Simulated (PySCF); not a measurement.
Start geometry of `Cc1cccc(B(O)O)c1` (3-methylphenylboronic acid) from GFN2-xTB (Å):
```
atom  x, y, z in Å
C1     2.697   -0.894   -0.077
C2     1.444   -0.080    0.053
C3     1.512    1.281    0.320
C4     0.356    2.036    0.412
C5    -0.878    1.439    0.236
C6    -0.985    0.074   -0.030
B7    -2.409   -0.586   -0.223
O8    -2.619   -1.931   -0.312
O9    -3.489    0.222   -0.305
C10    0.196   -0.663   -0.116
H11    3.076   -0.833   -1.097
H12    2.508   -1.941    0.150
H13    3.471   -0.523    0.591
H14    2.477    1.750    0.457
H15    0.420    3.094    0.621
H16   -1.783    2.023    0.304
H17   -1.842   -2.482   -0.242
H18   -4.313   -0.251   -0.421
H19    0.151   -1.725   -0.328
```

What comes out of this run: PBE0-D3(BJ)/def2-SVP geometry optimisation, gas phase in PySCF?

```
atom  x, y, z in Å
C1     2.7870   -0.9824   -0.0953
C2     1.5343   -0.1658    0.0409
C3     1.5950    1.2074    0.3064
C4     0.4328    1.9709    0.3974
C5    -0.8130    1.3734    0.2276
C6    -0.9145   -0.0013   -0.0303
B7    -2.3279   -0.6628   -0.2032
O8    -2.5235   -2.0101   -0.3138
O9    -3.4210    0.1446   -0.2401
C10    0.2714   -0.7433   -0.1191
H11    3.1855   -0.9266   -1.1223
H12    2.6042   -2.0437    0.1274
H13    3.5780   -0.6237    0.5796
H14    2.5700    1.6840    0.4440
H15    0.5034    3.0415    0.6057
H16   -1.7261    1.9691    0.2980
H17   -1.7115   -2.5187   -0.2409
H18   -4.2315   -0.3670   -0.3362
H19    0.2308   -1.8197   -0.3278
```

The energy falls by 1.1 kcal/mol over 5 energy and gradient evaluations, the largest force component goes from 0.0099 to 3.3e-04 Eh/bohr, and the atoms move by 0.031 Å rms after alignment. Among the bonds, C3–H14, C5–H16 and C10–H19 change most and about equally (+0.013 to +0.014 Å). Bonds longer at the end by more than 0.005 Å: 16 of 19; shorter: 1. Among the angles that change most is B7–O8–H17, from 116.1° to 113.3°. Rotational constants go from 2550, 877.8, 657.3 to 2519, 877.2, 654.4 MHz. The orientation of the end geometry is arbitrary; only internal coordinates are fixed.

The run used 185 basis functions and 34 SCF cycles in all. Time: 69 s of wall time; peak memory 0.90 GiB. Hardware: Arm Neoverse V2, one thread, on a shared host.

Whether it is a minimum is left open (no frequencies). The numbers are those of one conformer.
